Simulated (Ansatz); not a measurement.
def2 core potentials replace the inner electrons of Te.

The numbers are results of Ansatz (an electronic-structure program) with frozen-core CCSD(T)/def2-TZVPP // B3LYP-D3(BJ)/def2-SVP, not measurements.

Ansatz 0.2 input:
```yaml
crystal:
  periodic: [false, false, false]
  atoms:
    - { symbol: C, position_ang: [0.051458, -1.305435, -0.667856] }
    - { symbol: C, position_ang: [-0.185848, -0.068649, 0.195821] }
    - { symbol: C, position_ang: [-0.227926, 1.193809, -0.661663] }
    - { symbol: C, position_ang: [-1.429862, -0.205373, 1.070255] }
    - { symbol: Te, position_ang: [1.548154, 0.103506, 1.589348] }
    - { symbol: O, position_ang: [2.899782, 0.194252, 0.081799] }
    - { symbol: H, position_ang: [-0.738756, -1.379902, -1.437619] }
    - { symbol: H, position_ang: [0.035674, -2.227949, -0.068693] }
    - { symbol: H, position_ang: [1.023955, -1.242703, -1.178994] }
    - { symbol: H, position_ang: [-0.414573, 2.093664, -0.056578] }
    - { symbol: H, position_ang: [-1.034762, 1.109538, -1.412723] }
    - { symbol: H, position_ang: [0.719574, 1.328253, -1.205581] }
    - { symbol: H, position_ang: [-2.323461, -0.306357, 0.428252] }
    - { symbol: H, position_ang: [-1.583686, 0.678606, 1.710214] }
    - { symbol: H, position_ang: [-1.384911, -1.100088, 1.711995] }
    - { symbol: H, position_ang: [3.045286, 1.13483, -0.097876] }
basis:
  gaussian: { orbitals: def2-TZVPP }
correlation:
  method: ccsd_t
```

Output:

```
Functional definition: HF
2201 factors; integrals over basis functions are off by at most 9.7e-4 eV
mean field evaluation 1: about -13578.5379 eV, gradient 4.9e1 eV
mean field evaluation 2: about -13578.8725 eV, gradient 4.9e1 eV
mean field evaluation 4: about -13584.6064 eV, gradient 6.9e0 eV
mean field evaluation 8: about -13584.7377 eV, gradient 4.9e-1 eV
mean field evaluation 16: about -13578.5368 eV, gradient 4.9e1 eV
mean field evaluation 32: about -13578.5006 eV, gradient 8.6e0 eV
mean field -13584.73843279 eV, -499.2299293388 hartree, gradient 2.1e-6 eV, S^2 0.000000; 0 other end points of the search recorded, 0 dependent functions left out
9 core orbitals not correlated
reference -13584.73843279 eV, -499.2299293388 hartree; 24, 24 occupied and 312, 312 virtual orbitals, 2201 factors
second order -38.88349233 eV of doubles, -0.00000000 eV of singles
cycle   1  -38.23407259 eV  change    6.5e-1 eV  update   1.4e-1
cycle   2  -39.15641399 eV  change   -9.2e-1 eV  update   4.5e-2
cycle   3  -39.38048045 eV  change   -2.2e-1 eV  update   2.3e-2
cycle   4  -39.36635678 eV  change    1.4e-2 eV  update   6.4e-3
cycle   5  -39.36182494 eV  change    4.5e-3 eV  update   3.5e-3
cycle   6  -39.36449424 eV  change   -2.7e-3 eV  update   1.4e-3
cycle   7  -39.36438452 eV  change    1.1e-4 eV  update   6.5e-4
cycle   8  -39.36391841 eV  change    4.7e-4 eV  update   2.7e-4
cycle   9  -39.36403717 eV  change   -1.2e-4 eV  update   1.4e-4
cycle  10  -39.36407041 eV  change   -3.3e-5 eV  update   7.8e-5
cycle  11  -39.36399605 eV  change    7.4e-5 eV  update   3.4e-5
cycle  12  -39.36404575 eV  change   -5.0e-5 eV  update   1.5e-5
cycle  13  -39.36405119 eV  change   -5.4e-6 eV  update   5.1e-6
perturbative correction -1.45706627 eV, -0.0535461979 hartree
Total energy: -13625.55955026 eV, -500.7300777359 hartree
```

Cost: roughly 40 core-minutes.
